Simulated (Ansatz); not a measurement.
**BCl3 (boron trichloride): the energy, rung by rung**

The species is BCl3 (4 atoms), meant as a singlet with charge 0. As SMILES, `ClB(Cl)Cl`. The shape is that of a PBE0-D4/def2-TZVP optimisation.

```xyz
4

Cl   -0.2579    0.5164    1.6383
B     0.0000    0.0000    0.0000
Cl    0.9420   -1.4231   -0.3240
Cl   -0.6841    0.9066   -1.3143
```

Each level gives the energy change with the B2–Cl4 bond stretched from 1.737 to 2.606 Å (eV). The values are calculated.

```json
{"level": "SVWN5/STO-3G (restricted)", "kind": "LDA", "program": "Ansatz", "value (eV)": "3.40", "less FCI/STO-3G": "+0.33", "CPU time (all runs)": "1.9 s"}
{"level": "BLYP/STO-3G (restricted)", "kind": "GGA", "program": "Ansatz", "value (eV)": "2.80", "less FCI/STO-3G": "-0.27", "CPU time (all runs)": "3 s"}
{"level": "r2SCAN/STO-3G (restricted)", "kind": "meta-GGA", "program": "Ansatz", "value (eV)": "3.25", "less FCI/STO-3G": "+0.18", "CPU time (all runs)": "8.4 s"}
{"level": "B3LYP/STO-3G (restricted)", "kind": "global hybrid", "program": "Ansatz", "value (eV)": "3.17", "less FCI/STO-3G": "+0.10", "CPU time (all runs)": "3.1 s"}
{"level": "wB97M-V/STO-3G (restricted)", "kind": "range-separated hybrid", "program": "Ansatz", "value (eV)": "3.58", "less FCI/STO-3G": "+0.51", "CPU time (all runs)": "48 s"}
{"level": "MP2/STO-3G (restricted)", "kind": "perturbation theory", "program": "Ansatz", "value (eV)": "3.46", "less FCI/STO-3G": "+0.39", "CPU time (all runs)": "0.55 s"}
{"level": "CCSDT/STO-3G (restricted)", "kind": "coupled cluster or CI", "program": "Ansatz", "value (eV)": "3.07", "less FCI/STO-3G": "0.00", "CPU time (all runs)": "1.1 s"}
{"level": "FCI/STO-3G", "kind": "exact in the basis", "program": "Ansatz", "value (eV)": "3.07", "less FCI/STO-3G": "0.00", "CPU time (all runs)": "22 s"}
```

FCI/STO-3G is exact within its basis and frozen core, so for wave-function methods in that basis the difference is their error; functionals converge differently with the basis, so for them it is only a difference. The first shape isn't each level's own minimum. The values span 2.80 to 3.58 eV. All rows use very small basis sets, so none should be taken for the real molecule's value. In so small a basis fixed costs decide the times, and correlated methods can beat functionals. Times are those of the runs behind each value, whatever else they computed, on shared processors of several kinds: orders of magnitude only.
